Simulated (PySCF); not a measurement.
Computed properties of H₄HfI₂N₂, SMILES [Hf]([I])([NH2])([I])[NH2], multiplicity 1

Hf(I)2(NH2)2 (H₄HfI₂N₂), SMILES [I][Hf]([NH2])([NH2])[I], multiplicity 1. The structure is a stationary point at B3LYP-D3(BJ)/def2-SVP. The multiplicity is an assumed one; other spin states were not compared. The def2 effective core potentials stand for the cores of Hf, I; spin–orbit coupling is left out. Other conformers were not sampled. All values are computed for the isolated molecule unless a solvent is named; none is compared with measurement here.

**Structure.** The optimised structure has Cs symmetry. All 21 harmonic modes at B3LYP-D3(BJ)/def2-SVP (PySCF) are real, so it is a minimum. With heavy atoms numbered as in [Hf:1]([I:2])([I:3])([NH2:4])[NH2:7], the shortest bond between them is Hf1–N4 at 2.011 Å and the longest Hf1–I3 at 2.753 Å.

**Vibrations.** The strongest infrared lines (harmonic, unscaled, degenerate partners summed) lie at 521 cm⁻¹ (203 km/mol, H 77 %, N 22 %), 3513 cm⁻¹ (99 km/mol, H 96 %), 655 cm⁻¹ (96 km/mol, N 77 %, H 16 %). The softest mode is at 44 cm⁻¹ and the zero-point energy is 31.2 kcal/mol.

**Electronic structure.** B3LYP/def2-TZVP (PySCF) places the frontier levels at -7.05 and -1.63 eV, a gap of 5.42 eV, and gives a dipole moment of 3.37 D and a mean polarisability of 125.8 bohr³. PBE/def2-TZVP (PySCF) at the same geometry gives -6.13 and -2.24 eV, so its gap is 1.53 eV narrower. An orbital gap is neither the optical nor the fundamental gap.

**Excitations.** TDDFT-B3LYP/def2-SVPD (PySCF) has S1 at 4.35 eV (285 nm, f = 0.003, weak); the most intense of the 10 singlets computed lies at 4.91 eV (f = 0.08). T1 (TDA) is at 4.26 eV. TDDFT-PBE/def2-SVPD (PySCF) puts S1 at 3.89 eV. No vertical singlet excitation falls in the visible range (under 3.1 eV).
